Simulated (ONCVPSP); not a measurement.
**Before and after: ONCV potential for phosphorus (P)**

- Element: phosphorus
- Generator: ONCVPSP 4.0.1
- Type: optimised norm-conserving Vanderbilt (ONCV)
- Functional: LDA (Perdew-Zunger)
- Relativity: non-relativistic
- Frozen core: [Ne]
- Valence charge: 5
- Reference configuration: 3s2 3p2 (charge +1)
- Partial waves: 3s: rc 1.40 bohr, ncon 3, nbas 8, qcut 4.6 1/bohr, 2 projectors, debl 3.2 Ha; 3p: rc 1.85 bohr, ncon 4, nbas 7, qcut 4.8 1/bohr, 1 projector
- Local potential: polynomial inside 1.20 bohr (lpopt 5, dvloc0 0 Ha)
- Core correction: none

All-electron outer shells of the reference configuration (LDA (Perdew-Zunger), non-relativistic, ld1.x):

```json
{"shell": "2s", "level (eV)": "-182.84", "outermost node (bohr)": "0.14", "outermost maximum (bohr)": "0.42"}
{"shell": "2p", "level (eV)": "-135.17", "outermost node (bohr)": "–", "outermost maximum (bohr)": "0.36"}
{"shell": "3s", "level (eV)": "-23.24", "outermost node (bohr)": "0.66", "outermost maximum (bohr)": "1.54"}
{"shell": "3p", "level (eV)": "-14.32", "outermost node (bohr)": "0.64", "outermost maximum (bohr)": "1.74"}
```

Change: s: rc 1.46.

Cutoffs: the cutoffs (Ha) at which the residual kinetic energy of the hardest occupied pseudo-wave falls to 1 and 0.1 mHa per electron; they do not see the model core or the augmentation charge, which bear on the density cutoff. Errors are all-electron minus pseudo energies relative to the spin-unpolarised reference configuration.

Task: How do hardness, ghosts and transferability respond?

Result: The potential gets neither clearly harder nor softer (10 Ha and 32 Ha → 9.9 Ha and 33 Ha); the errors of the 4 common tests hardly move; neither file shows a bound ghost.

| quantity | base | changed |
| --- | --- | --- |
| cutoff, loose | 10 Ha | 9.9 Ha |
| cutoff, tight | 32 Ha | 33 Ha |
| loose cutoff by channel | s 10 Ha, p 4.8 Ha | s 9.9 Ha, p 4.8 Ha |
| bound ghosts | none | none |
| GHOST(+) flags under 300 eV | s at 155.3 eV | s at 153.9 eV |
| error for 3s2 3p3, meV [ΔE -9.83 eV] | +4.9 | +4.9 |
| error for 3s2 3p1, meV [ΔE 19.26 eV] | +15 | +15 |
| error for 3s2 3p0, meV [ΔE 49.17 eV] | +91 | +92 |
| error for 3s0 3p5, meV [ΔE 7.12 eV] | +8.3 | +8.5 |
| p: phases at 1.88 bohr within 0.05 rad from the reference energy up to (Ha; the scan ends near 5) | 1.5 | 1.5 |
